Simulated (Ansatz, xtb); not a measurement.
## Relative energy of two isomers of ClGaH3NO

We compare X, `N[O][GaH][Cl]`, a singlet, with Y, `[Cl][Ga@@H-]1[NH2+][O]1`, a singlet. Both are isolated molecules in the gas phase, relaxed with r2SCAN-D4/def2-SVP; the shapes shown needn't be the lowest conformers.

X (Å):

```xyz
7

Cl    2.2253    1.3798   -0.9838
Ga    0.2564    0.5284   -0.9402
N    -1.5838   -0.3544    0.7248
O    -0.2551    0.2177    0.7519
H    -0.5654    0.2398   -2.2101
H    -2.1213    0.2607    1.3449
H    -1.4827   -1.2189    1.2670
```

Y (Å):

```xyz
7

Cl   -2.0956   -2.8547    1.4116
Ga   -0.5327   -1.4776    0.8521
N    -1.0554    0.3904    1.5383
O    -1.1784    0.1044    0.1149
H     0.9621   -1.8458    0.8363
H    -1.9861    0.6023    1.9112
H    -0.4570    1.2125    1.6585
```

Energies in hartree; the thermal terms are from r2SCAN-D4/def2-SVP harmonic frequencies (ideal gas, rigid rotor, one conformer each, 298.15 K, 1 atm) and include the zero-point energy:

|  | X | Y |
| --- | --- | --- |
| E, CCSD(T)/def2-TZVP | −2514.801616 | −2514.809260 |
| zero-point energy | 0.038492 | 0.038961 |
| H(298 K) − E | 0.045655 | 0.045563 |
| G(298 K) − E | 0.007456 | 0.008883 |

Problem. Work out ΔE, ΔE₀, ΔH and ΔG for X → Y in kJ/mol (1 Eh = 2625.50 kJ/mol) and the equilibrium ratio [Y]/[X].

Solution. 1. ΔE = −2514.809260 − (−2514.801616) = −0.007644 Eh = −20.07 kJ/mol.
2. ΔE₀ = ΔE + ΔZPE = −0.007644 + (+0.000469) Eh = −18.84 kJ/mol.
3. ΔH = ΔE + (−0.000092) Eh = −20.31 kJ/mol.
4. ΔG = ΔE + (+0.001427) Eh = −16.32 kJ/mol, so ΔS = (ΔH − ΔG)/T = −13.4 J/(mol K).
5. kT = 0.9442 mEh, so K = [Y]/[X] = exp(−ΔG/kT) = exp(+6.58) ≈ 720.

Structure Y is favoured at this temperature. An error of 4 kJ/mol in ΔG would change K by a factor of 5. GFN2-xTB gave ΔE the other sign. Mirror images and further conformers aren't counted.

As drawn, Y has 1 Ga–N more. Structure X has no ring, Y a 3-membered ring.

Other levels gave ΔE = +3.6 (GFN2-xTB); −59.0 (HF/STO-3G, GFN2-xTB geometries); −15.4 (r2SCAN-D4/def2-SVP//GFN2-xTB); −17.2 (r2SCAN-D4/def2-SVP); −10.9 (HF/def2-TZVP); −20.2 (MP2/def2-TZVP) kJ/mol. The correlated steps freeze 16 core orbitals; the filled d shell of Ga is correlated, in a basis made for valence electrons. Programs: Ansatz 0.2.0, xtb 6.7.1.
